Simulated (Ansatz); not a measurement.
```yaml
crystal:
  periodic: [false, false, false]
  atoms:
    - {symbol: Br, position_ang: [-1.420481, -1.521071, 0.953412]}
    - {symbol: Si, position_ang: [-0.663104, -0.021854, 0.346254]}
    - {symbol: N, position_ang: [0.742807, 0.122969, 0.273548]}
    - {symbol: Al, position_ang: [0.414233, 0.238489, -1.243045]}
    - {symbol: H, position_ang: [-1.196566, 0.801483, 0.975044]}
    - {symbol: H, position_ang: [1.166111, 0.082026, 0.904065]}
    - {symbol: H, position_ang: [1.126142, 0.452133, -2.067234]}
basis:
  gaussian: {orbitals: aug-pcseg-2}
hamiltonian: {xc: {name: B3LYP5}}
```

```sh
$ ansatz run in.yaml --threads 2 --pin off --events-out ev --progress --plain --max-ram 4352MiB
```

It prints (some lines left out):

```
Functional definition: B3LYP5
1490 factors; their error is unknown
mean field evaluation 1: about -86024.1354 eV, gradient 1.0e2 eV
mean field evaluation 2: about -85883.3004 eV, gradient 2.0e2 eV
mean field evaluation 4: about -86043.2219 eV, gradient 1.0e1 eV
mean field evaluation 8: about -86043.4673 eV, gradient 3.5e-2 eV
mean field evaluation 16: about -86043.8112 eV, gradient 9.7e-5 eV
mean field -86043.81118627 eV, -3162.0517385056 hartree, gradient 7.3e-5 eV, S^2 0.000000; 0 other end points of the search recorded, 0 dependent functions left out
reference -86043.81146833 eV, -3162.0517488709 hartree; 36, 36 occupied and 238, 238 virtual orbitals, 1490 factors
Total energy: -86043.81146833 eV, -3162.0517488709 hartree
```

(1) What is wrong with this run?

Answers

(1) The geometry is squeezed to about two thirds of its size. The calculation finished and met its thresholds. The result belongs to that input, not to the molecule as meant.

B3LYP here is the variant with VWN-RPA as its local correlation; programs differ in this.
